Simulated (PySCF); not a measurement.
C3H10ClNSi3 (SMILES Cl[SiH2]/C=C1\[SiH2]CN[SiH2]1), singlet, at a GFN2-xTB geometry; MP2/STO-3G (PySCF).

Here is a job for PySCF.
```python
from pyscf import gto, scf, mp

mol = gto.M(
    atom='''
Cl    2.639897    0.070628    1.261387
Si    2.450395    0.746931   -0.635021
C     0.690988    0.552272   -1.263458
C    -0.406076    0.128095   -0.630724
Si   -0.588097   -0.443303    1.160987
C    -2.480031   -0.734293    1.158101
N    -2.950939   -0.753824   -0.213309
Si   -2.100182    0.024994   -1.474645
H     2.838674    2.158531   -0.633218
H     3.369429   -0.032049   -1.466184
H     0.584500    0.839902   -2.307929
H     0.100549   -1.709876    1.425758
H    -0.269004    0.585257    2.156205
H    -2.734503   -1.685681    1.634371
H    -2.994682    0.044956    1.734887
H    -3.936374   -0.946850   -0.297338
H    -2.551144    1.381646   -1.838942
H    -2.128043   -0.836903   -2.660037
''',
    basis='sto-3g',
    charge=0,
    spin=0,
    verbose=4,
)

mf = scf.RHF(mol)
mf.kernel()

pt = mp.MP2(mf, frozen=24)
pt.kernel()
print('E(MP2) = %.10f' % pt.e_tot)
```

The log (banner, timings and long lists left out):

```
PySCF version 2.14.0

[INPUT] verbose = 4
[INPUT] num. atoms = 18
[INPUT] num. electrons = 94
[INPUT] charge = 0
[INPUT] spin (= nelec alpha-beta = 2S) = 0
[INPUT] symmetry False subgroup None
[INPUT] Mole.unit = angstrom
[INPUT] Symbol           X                Y                Z      unit          X                Y                Z       unit  Magmom
[INPUT]  1 Cl     2.639897000000   0.070628000000   1.261387000000 AA    4.988682327061   0.133467576726   2.383675967087 Bohr   0.0
[INPUT]  2 Si     2.450395000000   0.746931000000  -0.635021000000 AA    4.630575447004   1.411495023948  -1.200015773347 Bohr   0.0
[INPUT]  3 C      0.690988000000   0.552272000000  -1.263458000000 AA    1.305778075361   1.043642826266  -2.387589589891 Bohr   0.0
[INPUT]  4 C     -0.406076000000   0.128095000000  -0.630724000000 AA   -0.767372425759   0.242064467926  -1.191895620190 Bohr   0.0
[INPUT]  5 Si    -0.588097000000  -0.443303000000   1.160987000000 AA   -1.111342264678  -0.837721260198   2.193947464180 Bohr   0.0
[INPUT]  6 C     -2.480031000000  -0.734293000000   1.158101000000 AA   -4.686579370431  -1.387612665185   2.188493714585 Bohr   0.0
[INPUT]  7 N     -2.950939000000  -0.753824000000  -0.213309000000 AA   -5.576466520298  -1.424520906124  -0.403095589905 Bohr   0.0
[INPUT]  8 Si    -2.100182000000   0.024994000000  -1.474645000000 AA   -3.968768791741   0.047231814757  -2.786675180959 Bohr   0.0
[INPUT]  9 H      2.838674000000   2.158531000000  -0.633218000000 AA    5.364316416924   4.079032421384  -1.196608597145 Bohr   0.0
[INPUT] 10 H      3.369429000000  -0.032049000000  -1.466184000000 AA    6.367298006167  -0.060563832566  -2.770686208219 Bohr   0.0
[INPUT] 11 H      0.584500000000   0.839902000000  -2.307929000000 AA    1.104544919808   1.587184751474  -4.361353724941 Bohr   0.0
[INPUT] 12 H      0.100549000000  -1.709876000000   1.425758000000 AA    0.190010072099  -3.231197346967   2.694292139908 Bohr   0.0
[INPUT] 13 H     -0.269004000000   0.585257000000   2.156205000000 AA   -0.508343886412   1.105975442485   4.074636918418 Bohr   0.0
[INPUT] 14 H     -2.734503000000  -1.685681000000   1.634371000000 AA   -5.167461756802  -3.185475423383   3.088513575932 Bohr   0.0
[INPUT] 15 H     -2.994682000000   0.044956000000   1.734887000000 AA   -5.659128810165   0.084954527656   3.278461287068 Bohr   0.0
[INPUT] 16 H     -3.936374000000  -0.946850000000  -0.297338000000 AA   -7.438668783859  -1.789287181044  -0.561887386426 Bohr   0.0
[INPUT] 17 H     -2.551144000000   1.381646000000  -1.838942000000 AA   -4.820963464327   2.610932541101  -3.475096738960 Bohr   0.0
[INPUT] 18 H     -2.128043000000  -0.836903000000  -2.660037000000 AA   -4.021418451298  -1.581517462827  -5.026741411210 Bohr   0.0

nuclear repulsion = 689.600774197785
number of shells = 42
number of NR pGTOs = 198
number of NR cGTOs = 66
basis = sto-3g
ecp = {}

******** <class 'pyscf.scf.hf.RHF'> ********
method = RHF
initial guess = minao
damping factor = 0
level_shift factor = 0
DIIS = <class 'pyscf.scf.diis.CDIIS'>
diis_start_cycle = 1
diis_space = 8
diis_damp = 0
SCF conv_tol = 1e-09
SCF conv_tol_grad = None
SCF max_cycles = 50
direct_scf = True
direct_scf_tol = 1e-13
Set gradient conv threshold to 3.16228e-05
Initial guess from minao.
init E= -1483.70634024092
  HOMO = -0.259185314462502  LUMO = 0.0439728771292881  gap/eV = 8.24935
cycle= 1 E= -1483.17659550846  delta_E= 0.53  |g|= 0.42  |ddm|= 5.16
  HOMO = -0.189407802036745  LUMO = 0.297276729743635  gap/eV = 13.24336
cycle= 2 E= -1483.24798756177  delta_E= -0.0714  |g|= 0.132  |ddm|= 0.863
  HOMO = -0.272412378528146  LUMO = 0.280371720869559  gap/eV = 15.04202
cycle= 3 E= -1483.2537389613  delta_E= -0.00575  |g|= 0.0438  |ddm|= 0.228
  HOMO = -0.267796549845318  LUMO = 0.284581802201398  gap/eV = 15.03098
cycle= 4 E= -1483.25446482373  delta_E= -0.000726  |g|= 0.015  |ddm|= 0.0818
  HOMO = -0.265238001969776  LUMO = 0.285215903825  gap/eV = 14.97861
cycle= 5 E= -1483.25453530865  delta_E= -7.05e-05  |g|= 0.00168  |ddm|= 0.0223
  HOMO = -0.265964475384414  LUMO = 0.285196975614522  gap/eV = 14.99787
cycle= 6 E= -1483.25453742355  delta_E= -2.11e-06  |g|= 0.000727  |ddm|= 0.00452
  HOMO = -0.266004810087982  LUMO = 0.285148446736927  gap/eV = 14.99764
cycle= 7 E= -1483.25453774779  delta_E= -3.24e-07  |g|= 0.000209  |ddm|= 0.00185
  HOMO = -0.266036397604219  LUMO = 0.28519670085132  gap/eV = 14.99982
cycle= 8 E= -1483.25453777886  delta_E= -3.11e-08  |g|= 5.26e-05  |ddm|= 0.000591
  HOMO = -0.266038814639412  LUMO = 0.285179246751099  gap/eV = 14.99941
cycle= 9 E= -1483.25453778108  delta_E= -2.22e-09  |g|= 1.23e-05  |ddm|= 0.000158
  HOMO = -0.26603939245202  LUMO = 0.285183428081796  gap/eV = 14.99954
cycle= 10 E= -1483.2545377812  delta_E= -1.2e-10  |g|= 2.18e-06  |ddm|= 4.07e-05
  HOMO = -0.266039444452375  LUMO = 0.285182861310007  gap/eV = 14.99952
Extra cycle  E= -1483.25453778121  delta_E= -1.05e-11  |g|= 9.08e-07  |ddm|= 5.58e-06
converged SCF energy = -1483.25453778121

******** <class 'pyscf.mp.mp2.RMP2'> ********
nocc = 23, nmo = 42
frozen orbitals 24
E(RMP2) = -1483.58818902748  E_corr = -0.333651246268309
E(SCS-RMP2) = -1483.61396946544  E_corr = -0.359431684227862
E_corr(same-spin) = -0.0472497822624337
E_corr(oppo-spin) = -0.286401464005875
E(MP2) = -1483.5881890275
```
